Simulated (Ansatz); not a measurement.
```yaml
crystal:
  periodic: [false, false, false]
  atoms:
    - {symbol: N, position_ang: [-1.097907, 1.361214, -0.600746]}
    - {symbol: Si, position_ang: [0.237458, 1.274827, 0.494879]}
    - {symbol: Si, position_ang: [0.906446, -0.977561, 0.422649]}
    - {symbol: N, position_ang: [-0.305619, -1.754397, -0.535708]}
    - {symbol: H, position_ang: [-1.011246, 0.880178, -1.482993]}
    - {symbol: H, position_ang: [-1.608721, 2.223257, -0.711059]}
    - {symbol: H, position_ang: [1.390838, 2.179413, 0.189661]}
    - {symbol: H, position_ang: [-0.252055, 1.681338, 1.841789]}
    - {symbol: H, position_ang: [1.090197, -1.519534, 1.806200]}
    - {symbol: H, position_ang: [2.216061, -1.161904, -0.262894]}
    - {symbol: H, position_ang: [-1.268419, -1.510557, -0.360127]}
    - {symbol: H, position_ang: [-0.219834, -2.731676, -0.767650]}
basis:
  gaussian: {orbitals: cc-pVDZ}
hamiltonian: {xc: {name: HF}}
correlation: {method: mp2, frozen_orbitals: {N: 9}}
output: {forces: true}
```

```sh
$ ansatz run in.yaml --threads 4 --pin off --events-out ev --progress --plain --max-ram 10444MiB
```

It prints (some lines left out):

```
Functional definition: HF
Error: "frozen_orbitals" has no count for Si
```

Question: What is wrong with this run?

Answer: Frozen orbitals are typed for one element alone, and the program wants a count for each. The program refused the input.
